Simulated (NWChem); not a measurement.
A series in which one site is exchanged, each optimised at PBE0/def2-SVP with NWChem, gas phase unless a solvent is named. All stand in one matching conformer (torsions within 35°), which need not be the lowest. This build's default masses of Se (78.918 u) and Br (79.917 u) are each other's, which moves their modes by up to 0.6 %. Some are not confirmed as minima by frequencies. def2 effective core potentials on Ba; no spin-orbit coupling.

A: [SH][Ba][Br] (BaHSBr; site = Ba)
B: S[Se]Br (HSeSBr; site = Se)
C: [SH][Zn][Br] (ZnHSBr; site = Zn)
D: [Be]([Br])[SH] (BeHSBr; site = Be)

```csv
quantity,A,B,C,D
"orbital gap (eV), PBE0/def2-SVP",4.14,4.37,…,7.02
"static polarisability, PBE/def2-SVPD (bohr³)",102.3,78.0,…,61.1
"lowest singlet excitation, PBE/def2-SVPD, TDA (eV)",2.71,2.62,…,5.00
```

Q: Fill in the missing entries.

A: 
- orbital gap (eV), PBE0/def2-SVP, C: 6.20
- static polarisability, PBE/def2-SVPD (bohr³), C: 72.4
- lowest singlet excitation, PBE/def2-SVPD, TDA (eV), C: 4.30
